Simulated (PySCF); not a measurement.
Stepwise substitution at one centre (Si C2H5-I). Isolated molecules, 0 K electronic values unless said otherwise. One relaxed conformer stands for each flexible species; it need not be the lowest. Strings in code marks are SMILES.

The LUMO from two functionals at the same geometries (B3LYP-D3(BJ)/def2-SVP), both in PySCF: PBE-D3(BJ)/def2-TZVP and B3LYP-D3(BJ)/def2-TZVP. B3LYP has the VWN-RPA correlation part, as in Gaussian. 

```
species                                                                                     PBE-D3(BJ)/def2-TZVP (eV)  B3LYP-D3(BJ)/def2-TZVP (eV)
------------------------------------------------------------------------------------------  -------------------------  ---------------------------
1 of 4 C2H5 replaced by I                                                                                       -0.75                        -0.10
2 of 4 C2H5 replaced by I (`CC[Si](I)(I)CC` (C–C–Si–I torsion -59°, I–Si–C–C torsion 59°))                      -1.80                        -1.21
3 of 4 C2H5 replaced by I                                                                                       -2.73                        -2.20
4 of 4 C2H5 replaced by I (`I[Si](I)(I)I`)                                                                      -3.56                        -3.06
```

Over these rows, drawn at random from the members with no instability flagged (it was tested for open shells, ions and some series alone), PBE minus B3LYP-D3(BJ): mean -0.57 eV, from -0.65 eV to -0.49 eV.
